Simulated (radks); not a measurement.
Results of a calculation; reference values are marked as such.
Task: The mean radii <r> (bohr) of the occupied orbitals of an atom or ion are listed with their occupations. Code: a radial shooting solver on a logarithmic mesh with Libxc functionals. Model: non-relativistic Kohn-Sham, r2SCAN, spin-unpolarised, spherical densities, point nucleus; meta-GGA in the generalised Kohn-Sham scheme.

| orbital | occ. | <r> |
|---|---|---|
| 1s | 2 | 0.04637 |
| 2s | 2 | 0.2034 |
| 2p | 6 | 0.1759 |
| 3s | 2 | 0.5110 |
| 3p | 1 | 0.4965 |

Name the element and its charge.

Result: Z = 33, arsenic, charge +20: As20+ in [Ne] 3s2 3p1. The 1s radius gives Z: for a bare nucleus <r> = 1.5/Z, 0.04545 bohr for Z = 33, and screening makes it slightly larger (0.04637 here). The occupations add up to 13, and the charge is Z minus that.
